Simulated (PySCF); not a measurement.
# (E)-(2,3-Dimethyl-6-(3-methylstyryl)phenyl)dimethylphosphine oxide (C19H23OP): Computed beside measured shifts

System: (E)-(2,3-Dimethyl-6-(3-methylstyryl)phenyl)dimethylphosphine oxide (C19H23OP), SMILES Cc1cccc(/C=C/c2ccc(C)c(C)c2P(C)(C)=O)c1.

Atom-mapped SMILES (hydrogens are numbered by the atom that bears them): [CH3:1][c:2]1[cH:3][cH:4][cH:5][c:6](/[CH:7]=[CH:8]/[c:9]2[cH:10][cH:11][c:12]([CH3:13])[c:14]([CH3:15])[c:16]2[P:17]([CH3:18])([CH3:19])=[O:20])[cH:21]1

Computed with GIAO KT3/pcSseg-2, gas phase, PySCF SCF with an in-house response code, fitting set def2-universal-JFIT, grid level 2, non-relativistic, on the PBE0-D3(BJ)/def2-SVP geometry.

One optimised conformer. Values are averaged over the atoms that symmetry or fast rotation interchanges, on this one geometry and without vibrational averaging. Shifts are the reference shielding less the shielding here, at the same level (13C, 1H against isolated TMS; 17O against isolated H2O; 31P against isolated H3PO4); nuclei without a reference have shieldings only.

(1) What shifts does this level give for P17, and how do they compare with measurement?

## Answers

(1) 
| atom | nucleus | computed / ppm | measured / ppm | computed less measured | measured against | medium of the measurement |
| --- | --- | --- | --- | --- | --- | --- |
| P17 | 31P | 14.8 | 38.34 | -23.5 | 85 % H3PO4 | CDCl3 |

Computed 19F and 31P shifts carry an offset from the reference molecule (CFCl3 is hard for DFT, lone H3PO4 or PH3 isn't the 85 % acid), so differences between compounds are more accurate than the values.

Measured values: supporting information or article, doi 10.1039/c3ra43764g.
